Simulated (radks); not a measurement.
Task: Se+, configuration [Ar] 3d10 4s2 4p3. Calculated with a radial shooting solver on a logarithmic mesh with Libxc functionals: Dirac Kohn-Sham, Slater X-alpha with alpha = 0.789, spin-unpolarised, spherical densities, finite nucleus; open shells are shared between the two j in proportion to 2j + 1; Fermi nuclear charge, rms radius 4.14 fm. Some entries of the table are withheld. Estimate them.

orbital,occ.,eigenvalue (eV),<r^2> (bohr^2)
1s1/2,2,(1),0.002615
2s1/2,2,-1626.897,(2)
2p1/2,2,(3),0.03468
2p3/2,4,(4),0.03614
3s1/2,2,-226.8339,0.3773
3p1/2,2,-170.7351,(5)
3p3/2,4,-164.7636,(6)
3d3/2,4,(7),(8)
3d5/2,6,(9),(10)
4s1/2,2,-27.4303,3.384
4p1/2,1,-16.0512,4.894
4p3/2,2,-15.5780,5.071

Result: 
(1) 1s1/2 eigenvalue (eV): -12539.30
(2) 2s1/2 <r^2> (bohr^2): 0.04511
(3) 2p1/2 eigenvalue (eV): -1464.513
(4) 2p3/2 eigenvalue (eV): -1422.414
(5) 3p1/2 <r^2> (bohr^2): 0.3941
(6) 3p3/2 <r^2> (bohr^2): 0.4084
(7) 3d3/2 eigenvalue (eV): -67.2002
(8) 3d3/2 <r^2> (bohr^2): 0.4796
(9) 3d5/2 eigenvalue (eV): -66.2765
(10) 3d5/2 <r^2> (bohr^2): 0.4861
